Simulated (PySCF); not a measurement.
## Potential energy of CaSe⁺ along the bond

Set-up: PySCF, no relativity, basis sets Ca def2-SVP, Se def2-SVP. Energies in eV from Ca⁺ + Se in their ground configurations at the same level. State: ²Π (doublet), unpaired electrons π ↑.

```json
{"R (Å)": "2.336", "LDA": "-3.080", "UHF-CCSD(T)": "-1.318"}
{"R (Å)": "2.439", "LDA": "-3.308", "UHF-CCSD(T)": "-1.685"}
{"R (Å)": "2.517", "LDA": "-3.374", "UHF-CCSD(T)": "-1.838"}
{"R (Å)": "2.595", "LDA": "-3.372", "UHF-CCSD(T)": "-1.913"}
{"R (Å)": "2.673", "LDA": "-3.318", "UHF-CCSD(T)": "-1.928"}
{"R (Å)": "2.777", "LDA": "-3.188", "UHF-CCSD(T)": "-1.879"}
{"R (Å)": "2.906", "LDA": "-2.962", "UHF-CCSD(T)": "-1.742"}
{"R (Å)": "3.062", "LDA": "-2.642", "UHF-CCSD(T)": "-1.513"}
```

**Question.** Put a parabola through the three lowest points of the LDA curve and estimate Re, k and ωe (reduced mass 26.64 u; 1 eV/Å² = 0.16022 mdyn/Å; ωe = 1302.8·√(k/μ) cm⁻¹).

**Answer.** Through R = 2.439, 2.517, 2.595 Å the second-order coefficient is 5.59 eV/Å², so Re ≈ 2.554 Å, k ≈ 1.79 mdyn/Å and ωe ≈ 338 cm⁻¹. A polynomial fit of higher order to the unrounded LDA energies gives Re = 2.553 Å, k = 1.57 mdyn/Å, ωe = 317 cm⁻¹; anharmonicity and rounding make the difference.

The higher-order fit for each curve: LDA: Re = 2.553 Å, ωe = 317 cm⁻¹, De = 3.38 eV; UHF-CCSD(T): Re = 2.656 Å, ωe = 285 cm⁻¹, De = 1.93 eV.

Correlated steps freeze 14 core orbitals. Correlated levels converge slowly with the basis: in double zeta they bind strong bonds too weakly, by up to about 1 eV, and carry superposition errors of some tenths. Spin–orbit coupling is left out. For an ion De counts to the pair picked by the measured ionisation energies or electron affinities, which need not be the lowest pair at this level. Counting both spins, an empty level lies below a filled one in some of these solutions, because spin and occupation are held. The state was picked by a PBE0 search and need not be the measured ground state.
